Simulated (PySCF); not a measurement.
Isomers of C6H6OS, mass 126.014 u with the commonest isotopes. Method: PySCF, PBE0-D3(BJ)/def2-SVP geometry optimisation, gas phase. One conformer each, none proved a minimum here; rigid rotors.

Question: Order these by rotational constant A, smallest first.
A. `[CH3:1][c:2]1[cH:3][cH:4][c:5]([CH:6]=[S:7])[o:8]1` with C4–C5–C6–S7 0°
B. `[CH3:1][C:2](=[O:3])[c:4]1[cH:5][cH:6][s:7][cH:8]1` with C1–C2–C4–C5 -1°
C. `[CH3:1][C:2](=[O:3])[c:4]1[cH:5][cH:6][cH:7][s:8]1` with C1–C2–C4–C5 180°
D. `[CH3:1][C:2](=[S:3])[c:4]1[cH:5][cH:6][cH:7][o:8]1` with C1–C2–C4–C5 179°
E. `[OH:1][c:2]1[cH:3][cH:4][c:5]([SH:6])[cH:7][cH:8]1` with H–O1–C2–C3 0°, C4–C5–S6–H 180°

Answer: C (3549 MHz), D (3805 MHz), B (4274 MHz), E (5572 MHz), A (6343 MHz).

Question: Order these by rotational constant C, smallest first.
A. `[OH:1][c:2]1[cH:3][cH:4][c:5]([SH:6])[cH:7][cH:8]1` with H–O1–C2–C3 0°, C4–C5–S6–H 180°
B. `[CH3:1][C:2](=[S:3])[c:4]1[cH:5][cH:6][cH:7][o:8]1` with C1–C2–C4–C5 179°
C. `[CH3:1][c:2]1[cH:3][cH:4][c:5]([CH:6]=[S:7])[o:8]1` with C4–C5–C6–S7 0°
D. `[CH3:1][C:2](=[O:3])[c:4]1[cH:5][cH:6][cH:7][s:8]1` with C1–C2–C4–C5 180°
E. `[CH3:1][C:2](=[O:3])[c:4]1[cH:5][cH:6][s:7][cH:8]1` with C1–C2–C4–C5 -1°

Answer: C (776.4 MHz), A (832.8 MHz), E (920.6 MHz), B (943.0 MHz), D (1022 MHz).

Question: Order these by radius of gyration √(Σ m r²/M), smallest first.
A. `[CH3:1][c:2]1[cH:3][cH:4][c:5]([CH:6]=[S:7])[o:8]1` with C4–C5–C6–S7 0°
B. `[CH3:1][C:2](=[O:3])[c:4]1[cH:5][cH:6][cH:7][s:8]1` with C1–C2–C4–C5 180°
C. `[CH3:1][C:2](=[O:3])[c:4]1[cH:5][cH:6][s:7][cH:8]1` with C1–C2–C4–C5 -1°
D. `[CH3:1][C:2](=[S:3])[c:4]1[cH:5][cH:6][cH:7][o:8]1` with C1–C2–C4–C5 179°
E. `[OH:1][c:2]1[cH:3][cH:4][c:5]([SH:6])[cH:7][cH:8]1` with H–O1–C2–C3 0°, C4–C5–S6–H 180° (4-mercaptophenol)

Answer: B (1.984 Å), D (2.065 Å), C (2.090 Å), E (2.194 Å), A (2.276 Å).

| SMILES | point group | Ia (u·Å²) | Ib (u·Å²) | Ic (u·Å²) | κ | μa (D) | μb (D) | μc (D) |
| --- | --- | --- | --- | --- | --- | --- | --- | --- |
| Oc1ccc(S)cc1 | Cs | 90.71 | 516.13 | 606.83 | -0.94 | 0.97 | 0.46 | 0.00 |
| CC(=O)c1cccs1 | Cs | 142.39 | 355.22 | 494.44 | -0.68 | 2.32 | 1.67 | 0.01 |
| CC(=O)c1ccsc1 | Cs | 118.25 | 433.91 | 548.98 | -0.85 | 1.38 | 2.62 | 0.02 |
| Cc1ccc(C=S)o1 | Cs | 79.68 | 574.45 | 650.95 | -0.96 | 4.50 | 0.19 | 0.00 |
| CC(=S)c1ccco1 | Cs | 132.81 | 406.26 | 535.93 | -0.79 | 3.25 | 1.08 | 0.01 |
